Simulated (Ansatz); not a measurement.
`C[SiH2][AlH][SnH3]` + CH₃SH → `CCS` + `[SiH3][AlH][SnH3]`  (formal exchange of groups at a C–Si bond)

Isolated molecules relaxed with PBE0-D4/def2-TZVP in Ansatz; ΔE leaves out vibrations. CBS: MP2 limit from def2 TZ/QZ plus the TZ coupled-cluster correction, frozen cores. This one scheme is used for every species. DFT in def2-TZVPP. B3LYP here is the variant with VWN-RPA as its local correlation; programs differ in this. def2 core potentials past Kr. For Sn outer-core shells are correlated without core-valence functions, which leaves a few kJ/mol of doubt a bond. Each species was taken in one conformer, which may not be the lowest.

`C[SiH2][AlH][SnH3]`:

Z-matrix (Å, degrees):
```
C
Si 1 1.882
H 1 1.092 2 110.8
H 1 1.092 2 111.0 3 120.2
H 1 1.092 2 110.7 3 -119.5
Al 2 2.458 1 113.0 3 61.6
H 2 1.495 1 109.7 3 -61.6
H 2 1.496 1 109.4 3 -177.5
Sn 6 2.665 2 119.8 1 6.4
H 6 1.592 2 121.6 1 -173.4
H 9 1.715 6 111.2 2 -93.4
H 9 1.712 6 114.5 2 146.4
H 9 1.714 6 112.5 2 24.8
```

CH₃SH:

```xyz
6

C     0.049   -0.231    0.431
S    -0.022    1.208   -0.658
H    -0.891   -0.782    0.427
H     0.221    0.156    1.435
H     0.875   -0.892    0.167
H    -0.232    0.541   -1.802
```

`CCS`:

Cartesian coordinates in Å:
```
C -0.911 -0.312 0.004
C 0.596 -0.311 -0.137
S 1.426 1.006 0.792
H -1.205 -0.385 1.052
H -1.347 -1.157 -0.539
H -1.344 0.605 -0.402
H 1.025 -1.231 0.268
H 0.900 -0.254 -1.184
H 0.860 2.038 0.145
```

`[SiH3][AlH][SnH3]`:

Z-matrix (Å, degrees):
```
Si
Al 1 2.456
H 1 1.489 2 114.3
H 1 1.492 2 109.8 3 121.3
H 1 1.492 2 109.8 3 -121.4
Sn 2 2.662 1 119.8 3 -179.6
H 2 1.590 1 121.6 3 0.4
H 6 1.713 2 111.9 1 119.6
H 6 1.713 2 112.0 1 -121.3
H 6 1.712 2 113.4 1 -0.8
```

```
             level  ΔE (kcal/mol)  difference from CCSD(T)/CBS
            PBE-D4            7.9                          0.3
         r2SCAN-D4            8.2                          0.6
           PBE0-D4            7.9                          0.3
          B3LYP-D4            7.8                          0.2
           ωB97X-V            7.4                         -0.2
           ωB97M-V            8.0                          0.4
            B2PLYP            7.5                         -0.1
               PBE            7.6                          0.0
            r2SCAN            8.0                          0.4
              PBE0            7.6                          0.0
             B3LYP            7.4                         -0.2
     HF/def2-TZVPP            6.5                         -1.1
    MP2/def2-TZVPP            7.7                          0.1
SCS-MP2/def2-TZVPP            7.2                         -0.4
   CCSD/def2-TZVPP            7.1                         -0.5
CCSD(T)/def2-TZVPP            7.2                         -0.4
     HF/def2-QZVPP            6.5                         -1.1
    MP2/def2-QZVPP            7.9                          0.3
SCS-MP2/def2-QZVPP            7.4                         -0.2
      HF/CBS(def2)            6.5                         -1.1
     MP2/CBS(def2)            8.1                          0.5
    CCSD/CBS(def2)            7.5                         -0.1
       CCSD(T)/CBS            7.6                            0
```

Largest T1 diagnostic among the species: 0.014.

In def2-TZVPP, CCSD(T) changes the Hartree–Fock value by +0.7 kcal/mol (the triples alone add +0.1 kcal/mol) and MP2 by +1.2 kcal/mol.
